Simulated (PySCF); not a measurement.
This PySCF input asks for the NMR shieldings of `C#CCC[Si@]1(F)C[SiH2][SiH2]1`, C5H11FSi3; the geometry comes from GFN2-xTB.

```python
import basis_set_exchange as bse
import numpy as np
from pyscf import gto, dft
from pyscf.prop import nmr

atoms = """
C     2.529954    1.991452   -0.938409
C     2.564317    0.830660   -0.648805
C     2.573052   -0.576199   -0.308777
C     1.202676   -1.221145   -0.541270
Si   -0.155545   -0.433428    0.535027
F     0.375578   -0.717626    2.058508
C    -1.886967   -1.264784    0.376361
Si   -3.068096    0.258736    0.222104
Si   -1.172848    1.643113    0.285654
H     2.524388    3.010167   -1.187587
H     3.335532   -1.079178   -0.913372
H     2.852473   -0.680065    0.743661
H     0.938685   -1.131182   -1.595565
H     1.280747   -2.288823   -0.322916
H    -1.964458   -1.929905   -0.482055
H    -2.119643   -1.879335    1.243810
H    -4.037210    0.284550    1.324978
H    -3.874569    0.166847   -1.002932
H    -0.850434    2.407257   -0.926478
H    -1.052779    2.619566    1.375914
"""
names = dict.fromkeys(["C", "Si", "F", "H"], "pcSseg-1")
basis = {el: gto.basis.parse(bse.get_basis(n, elements=[el], fmt="nwchem")) for el, n in names.items()}
mol = gto.M(atom=atoms, basis=basis, charge=0, verbose=0)
mf = dft.RKS(mol, xc="PBE0")
mf.grids.level = 2
mf.grids.alignment = dft.numint.BLKSIZE   # the property module wants whole blocks of grid points
mf.conv_tol = 1e-9
mf.kernel()

calc = nmr.RKS(mf)   # GIAO
C = mf.mo_coeff
Co = C[:, mf.mo_occ > 0]
resp = mf.gen_response(singlet=True, hermi=2)
def vind(x):   # induced exchange potential for any number of trial vectors
    d = np.einsum("pi,xij,qj->xpq", C, 2 * x.reshape(-1, C.shape[1], Co.shape[1]), Co, optimize=True)
    return np.einsum("xpq,pi,qj->xij", resp(d - d.transpose(0, 2, 1)), C, Co, optimize=True).ravel()
mo1, _ = nmr.rhf.solve_mo1(calc, with_cphf=vind)
sigma = calc.kernel(mo1)
for i, s in enumerate(sigma):   # ppm
    print("%2d %-2s %9.2f" % (i, mol.atom_pure_symbol(i), np.trace(s) / 3))
```

**Question.** What are the results?

**Answer.** 
```
 0 C     108.29
 1 C      96.82
 2 C     172.06
 3 C     163.06
 4 Si    288.78
 5 F     363.64
 6 C     176.78
 7 Si    422.70
 8 Si    419.78
 9 H      30.25
10 H      29.05
11 H      29.01
12 H      30.76
13 H      30.42
14 H      30.96
15 H      30.65
16 H      27.21
17 H      27.31
18 H      27.31
19 H      27.14
```

These numbers come from an equivalent density-fitted implementation of the same equations, which agrees with the script to about 0.01 ppm for H and up to a few tenths of a ppm for heavy atoms, so last digits may differ.

**Question.** Turn these shieldings into chemical shifts. Shifts are taken against calculated references (same method and geometry level): ¹³C (186.93 ppm), ²⁹Si (349.16 ppm), ¹H (31.72 ppm) against TMS; ¹⁹F (170.95 ppm) vs CFCl3.

**Answer.** Averaging equivalent atoms: C 1: 90.1; C 0: 78.6; C 3: 23.9; C 2: 14.9; C 6: 10.1; Si 4: 60.4; Si 8: -70.6; Si 7: -73.5; F 5: -192.7; H 19: 4.58; H 16: 4.51; H 18: 4.41; H 17: 4.40; H 11: 2.71; H 10: 2.67; H 9: 1.47; H 13: 1.30; H 15: 1.07; H 12: 0.96; H 14: 0.76 ppm. Unscaled 19F shifts against computed CFCl3 carry errors that often reach 10 to 50 ppm.

Size and cost of the density-fitted run: 229 basis functions, 2.3 min wall time on 1 thread of an Intel Xeon, shared host; peak memory 1.1 GiB.
